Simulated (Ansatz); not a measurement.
Mulliken charges of CHBrSe (`[Se]=CBr`) from B3LYP/def2-TZVPP in Ansatz (PBE0-D4/def2-TZVP geometry).

```tsv
atom	x (Å)	y (Å)	z (Å)	charge (e)
Se1	0.878	-0.765	1.303	-0.017
C2	-0.056	-0.145	-0.023	-0.173
Br3	0.018	1.588	-0.735	0.029
H4	-0.785	-0.738	-0.565	0.161
```

Problem. By hand: the dipole of these point charges (1 e Å = 4.8032 D).

Solution. Σ q r = (-0.131, -0.035, -0.130) e Å, of length 0.188 e Å = 0.90 D.

Problem. How does the dipole of the full density compare? (Best estimate.)

Solution. Ansatz gave: (-0.144, -0.040, -0.142) e Å, 0.99 D; the point charges give 0.91 times that, at 0° from its direction.

Point charges leave out the atoms' own dipoles, such as those of lone pairs, and Mulliken's split depends on the basis, so the close match here is no proof of good charges.

B3LYP here is the variant with VWN-RPA as its local correlation; programs differ in this.
